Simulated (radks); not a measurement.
Spin polarisation of the 6s1 shell in neutral gold. Start: [Xe] 4f14 5d10 6s(up 0.5, down 0.5); electrons of 6s are moved from spin down to spin up, other shells keep equal spins. Calculated with a radial shooting solver on a logarithmic mesh with Libxc functionals: scalar-relativistic Kohn-Sham, r2SCAN, spin-polarised, spherical densities, finite nucleus; meta-GGA in the generalised Kohn-Sham scheme; Fermi nuclear charge, rms radius of each element as measured or else 0.836 A^(1/3) + 0.57 fm.

moment (Bohr magnetons),E - E(0) (eV),e(6s up) (eV),e(6s down) (eV),5d down minus up (eV)
0,0.000,-5.720,-5.720,0.000
0.25,-0.021,-5.885,-5.549,0.090
0.5,-0.084,-6.048,-5.368,0.180
0.75,-0.191,-6.213,-5.181,0.271
1,-0.342,-6.375,-4.986,0.361

At moment 1 the spin-polarisation energy is -0.342 eV and the 6s exchange splitting 1.389 eV, that is 1.389 eV per Bohr magneton; E = -I m^2/4 would give I = 1.370 eV.
